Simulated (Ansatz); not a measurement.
Consider the redistribution: `NB(N)Cl` + `OC(=[Se])O[SiH3]` → `NB(Cl)O[SiH3]` + `NC(O)=[Se]`.

Gas-phase electronic energies from Ansatz, PBE0-D4/def2-TZVP geometries. CCSD(T)/CBS is the MP2 limit (def2-TZVPP, def2-QZVPP) plus CCSD(T) − MP2 in def2-TZVPP, frozen cores. DFT in def2-TZVPP. For Se outer-core shells are correlated without core-valence functions, which leaves a few kJ/mol of doubt a bond. Scalar relativity is left out up to krypton. Each species was taken in one conformer, which may not be the lowest.

| level | ΔE (kcal/mol) |
| --- | --- |
| PBE0-D4 | -12.5 |
| HF/def2-QZVPP | -17.5 |

What does CCSD(T)/CBS give? (Best estimate.)

Ansatz gave: -12.2 kcal/mol. The listed levels differ from it by -0.3, -5.3 kcal/mol.

Largest T1 diagnostic among the species: 0.016.

In def2-TZVPP, CCSD(T) changes the Hartree–Fock value by +5.0 kcal/mol (the triples alone add +1.0 kcal/mol) and MP2 by +5.1 kcal/mol. From PBE to PBE0 (25 % exact exchange), in def2-TZVPP and without D4, ΔE moves by −1.1 kcal/mol.
